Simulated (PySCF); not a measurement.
# Spinor energies of Tc⁺ (technetium, charge +1)

Start: [Kr] 4d5 5p1; 4d5/2 filled at m_j = -3/2, -1/2, +1/2, +3/2, +5/2; 5p3/2 filled at m_j = +3/2. Calculated with PySCF 2.14 in x2c-SVPall-2c with one added diffuse shell each of s, p, d type (7s9p7d1f, 76 functions): generalised Hartree-Fock with the X2C-1e Hamiltonian and a Gaussian nucleus; one run each with spin-orbit coupling (SO) switched off, then screened by Boettger's factors. This is a chosen level, not necessarily the ground level.

```json
{"spinor shell": "1s1/2", "electrons": "2", "ε, spin-free (eV)": "-21163.5", "ε, screened SO (eV)": "-21162.4", "weight of nominal j (screened SO)": "1.000", "rms radius, screened SO (bohr)": "0.0394"}
{"spinor shell": "2s1/2", "electrons": "2", "ε, spin-free (eV)": "-3102.9", "ε, screened SO (eV)": "-3102.6", "weight of nominal j (screened SO)": "1.000", "rms radius, screened SO (bohr)": "0.162"}
{"spinor shell": "2p1/2", "electrons": "2", "ε, spin-free (eV)": "-2771.9", "ε, screened SO (eV)": "-2853.7", "weight of nominal j (screened SO)": "1.000", "rms radius, screened SO (bohr)": "0.141"}
{"spinor shell": "2p3/2", "electrons": "4", "ε, spin-free (eV)": "-2771.9", "ε, screened SO (eV)": "-2733.6", "weight of nominal j (screened SO)": "1.000", "rms radius, screened SO (bohr)": "0.145"}
{"spinor shell": "3s1/2", "electrons": "2", "ε, spin-free (eV)": "-580.71", "ε, screened SO (eV)": "-580.67", "weight of nominal j (screened SO)": "1.000", "rms radius, screened SO (bohr)": "0.441"}
{"spinor shell": "3p1/2", "electrons": "2", "ε, spin-free (eV)": "-468.93", "ε, screened SO (eV)": "-483.17", "weight of nominal j (screened SO)": "1.000", "rms radius, screened SO (bohr)": "0.439"}
{"spinor shell": "3p3/2", "electrons": "4", "ε, spin-free (eV)": "-468.93", "ε, screened SO (eV)": "-462.28", "weight of nominal j (screened SO)": "1.000", "rms radius, screened SO (bohr)": "0.450"}
{"spinor shell": "3d3/2", "electrons": "4", "ε, spin-free (eV)": "-288.08", "ε, screened SO (eV)": "-290.61", "weight of nominal j (screened SO)": "0.962", "rms radius, screened SO (bohr)": "0.434"}
{"spinor shell": "3d5/2", "electrons": "6", "ε, spin-free (eV)": "-288.08", "ε, screened SO (eV)": "-286.38", "weight of nominal j (screened SO)": "0.974", "rms radius, screened SO (bohr)": "0.437"}
{"spinor shell": "4s1/2", "electrons": "2", "ε, spin-free (eV)": "-98.314", "ε, screened SO (eV)": "-98.341", "weight of nominal j (screened SO)": "1.000", "rms radius, screened SO (bohr)": "1.13"}
{"spinor shell": "4p1/2", "electrons": "2", "ε, spin-free (eV)": "-64.862", "ε, screened SO (eV)": "-70.571", "weight of nominal j (screened SO)": "0.655", "rms radius, screened SO (bohr)": "1.26"}
{"spinor shell": "4d5/2", "electrons": "5", "ε, spin-free (eV)": "-22.761", "ε, screened SO (eV)": "-22.798", "weight of nominal j (screened SO)": "0.576", "rms radius, screened SO (bohr)": "1.77"}
{"spinor shell": "5p3/2", "electrons": "1", "ε, spin-free (eV)": "-9.868", "ε, screened SO (eV)": "-9.796", "weight of nominal j (screened SO)": "1.000", "rms radius, screened SO (bohr)": "4.19"}
```

Problem. Where does 4p3/2 lie, and what is the 4p spin-orbit splitting (screened SO)?

Solution. At -62.129 eV, 8.442 eV above 4p1/2.

| quantity | spin-free | screened SO |
| --- | --- | --- |
| E (hartree) | -4282.02635 | -4282.55329 |
| M_J | 4 | 4 |
| ⟨J²⟩ | 20.005 | 20.005 |
| ⟨L²⟩ | 2.004 | 2.031 |
| ⟨S²⟩ | 12.001 | 11.984 |

Each row is a mean over spinors that exchange with the open shell spreads, by up to 9.904 eV (4p3/2).

Rows whose weight is well below 1 are mixtures of j = l ± 1/2: exchange outweighs spin-orbit coupling there, and the label is only the starting occupation.

Breit and QED terms are absent; they matter most for the inner s and p1/2 levels.

Densities and radii are taken from the X2C orbitals without a picture-change correction, which distorts them close to the nucleus.

Without spin-orbit coupling the j labels of p, d and f shells carry no meaning; the spin-free column gives the mean over the occupied spinors of each nl shell.
